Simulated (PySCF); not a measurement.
Compound: C₄H₇NSi.
Atom-mapped SMILES: `[CH:1]#[C:2]/[CH:3]=[N:4]\[SiH2:5][CH3:6]` (hydrogens: H7 on C1; H8 on C3; H9, H10 on Si5; H11, H12, H13 on C6)

The same species was optimised twice, with GFN2-xTB and with PBE0-D3(BJ)/def2-SVP (PySCF), and the same property calculations (PySCF, gas phase) were run on both structures.

| coordinate | GFN2-xTB | PBE0-D3(BJ)/def2-SVP | change |
| --- | --- | --- | --- |
| N4–Si5 (Å) | 1.719 | 1.759 | +0.040 |
| Si5–C6 (Å) | 1.897 | 1.871 | -0.026 |
| C2–C3 (Å) | 1.418 | 1.442 | +0.024 |
| C3=N4 (Å) | 1.256 | 1.268 | +0.012 |
| C1≡C2 (Å) | 1.202 | 1.214 | +0.012 |
| C3–N4–Si5 (°) | 135.2 | 130.3 | -4.9 |
| N4–Si5–C6 (°) | 104.5 | 107.2 | +2.7 |
| C1–C2–C3 (°) | 178.9 | 178.5 | -0.4 |
| C2–C3–N4 (°) | 126.7 | 126.8 | +0.1 |
| C3–N4–Si5–C6 (°) | 118 | 119 | +1 |

Rotational constants: A = 6350, B = 1479, C = 1375 MHz (GFN2-xTB) against A = 6142, B = 1494, C = 1362 MHz (PBE0-D3(BJ)/def2-SVP). Point groups within 0.08 Å: C1 and C1.

On the GFN2-xTB structure: lowest singlet, TDDFT (eV) 3.60 [PBE0/def2-SVPD]; lowest triplet, Tamm–Dancoff (eV) 3.00 [PBE0/def2-SVPD]; isotropic polarisability (au) 82.9 [PBE0/def2-SVPD]; HOMO (eV) -7.25 [PBE0/def2-SVPD]; LUMO (eV) -1.79 [PBE0/def2-SVPD]; dipole (D) 1.58 [PBE0/def2-SVPD]; HOMO (eV) -7.25 [PBE0/pcSseg-1]; LUMO (eV) -1.75 [PBE0/pcSseg-1]; dipole (D) 1.67 [PBE0/pcSseg-1]; GIAO shielding of C1 (ppm) 97.6 [PBE0/pcSseg-1]; GIAO shielding of C2 (ppm) 105.2 [PBE0/pcSseg-1]; GIAO shielding of C3 (ppm) 28.9 [PBE0/pcSseg-1]; GIAO shielding of N4 (ppm) -164.4 [PBE0/pcSseg-1]; GIAO shielding of Si5 (ppm) 391.4 [PBE0/pcSseg-1]; GIAO shielding of C6 (ppm) 190.5 [PBE0/pcSseg-1].

Question: What do these properties become on the PBE0-D3(BJ)/def2-SVP structure?

Answer: 
```csv
property,level,on GFN2-xTB,on PBE0-D3(BJ)/def2-SVP,change
"lowest singlet, TDDFT (eV)",PBE0/def2-SVPD,3.60,3.62,+0.02
"lowest triplet, Tamm–Dancoff (eV)",PBE0/def2-SVPD,3.00,3.02,+0.02
isotropic polarisability (au),PBE0/def2-SVPD,82.9,83.9,+1.0
HOMO (eV),PBE0/def2-SVPD,-7.25,-7.30,-0.05
LUMO (eV),PBE0/def2-SVPD,-1.79,-1.81,-0.02
dipole (D),PBE0/def2-SVPD,1.58,1.59,+0.01
"energy, GFN2-xTB geometry as zero (kcal/mol)",PBE0/def2-SVPD,0.0,-2.7,-2.7
HOMO (eV),PBE0/pcSseg-1,-7.25,-7.30,-0.05
LUMO (eV),PBE0/pcSseg-1,-1.75,-1.76,-0.01
dipole (D),PBE0/pcSseg-1,1.67,1.68,+0.01
"energy, GFN2-xTB geometry as zero (kcal/mol)",PBE0/pcSseg-1,0.0,-1.7,-1.7
GIAO shielding of C1 (ppm),PBE0/pcSseg-1,97.6,95.4,-2.2
GIAO shielding of C2 (ppm),PBE0/pcSseg-1,105.2,104.5,-0.7
GIAO shielding of C3 (ppm),PBE0/pcSseg-1,28.9,24.9,-4.0
GIAO shielding of N4 (ppm),PBE0/pcSseg-1,-164.4,-168.0,-3.6
GIAO shielding of Si5 (ppm),PBE0/pcSseg-1,391.4,384.5,-6.9
GIAO shielding of C6 (ppm),PBE0/pcSseg-1,190.5,188.9,-1.6
```

The heavy atoms differ by 0.051 Å rms after alignment. Among bonds between heavy atoms N4–Si5 changes most (+0.040 Å). Changes are differences of the printed values. Neither structure is proved a minimum here.

The values belong to the conformer `[CH:1]#[C:2]/[CH:3]=[N:4]\[SiH2:5][CH3:6]`: C3–N4–Si5–C6 119°.
